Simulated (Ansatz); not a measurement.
`C=C(N)BF` at its PBE0-D4/def2-TZVP geometry, where that method's forces vanish. Charge 0, multiplicity 1.

| atom | x (Å) | y (Å) | z (Å) |
| --- | --- | --- | --- |
| C1 | 0.1696 | -1.1483 | 0.7883 |
| C2 | 0.0817 | -0.0942 | -0.0450 |
| N3 | 1.0365 | 0.2549 | -0.9756 |
| B4 | -1.2083 | 0.7525 | 0.0492 |
| F5 | -1.3157 | 1.8521 | -0.6916 |
| H6 | -0.6554 | -1.3750 | 1.4494 |
| H7 | 1.0367 | -1.8015 | 0.8295 |
| H8 | 1.0050 | 1.1986 | -1.3205 |
| H9 | 1.9661 | -0.1127 | -0.8599 |
| H10 | -2.1162 | 0.4735 | 0.7763 |

Task: For each bond, give half the difference of the two atoms' forces along it (eV/Å; positive pushes the atoms apart) under PBE-D4, r2SCAN-D4, B3LYP-D4, ωB97M-V in def2-TZVPP. (An estimate is asked.)

Result: Ansatz gave: 
```tsv
bond	length (Å)	PBE-D4	r2SCAN-D4	B3LYP-D4	ωB97M-V
C1–C2	1.347	0.45	0.24	0.08	-0.23
C1–H6	1.081	0.00	-0.08	-0.09	-0.02
C1–H7	1.086	-0.02	-0.10	-0.10	-0.01
C2–N3	1.378	-0.04	0.09	0.24	0.36
C2–B4	1.546	-0.29	-0.15	-0.11	0.02
N3–H8	1.005	0.20	-0.02	-0.05	-0.09
N3–H9	1.006	0.21	0.00	-0.05	-0.10
B4–F5	1.330	0.50	0.17	0.21	0.19
B4–H10	1.196	-0.01	-0.06	-0.17	-0.22
```

B3LYP here is the variant with VWN-RPA as its local correlation; programs differ in this.
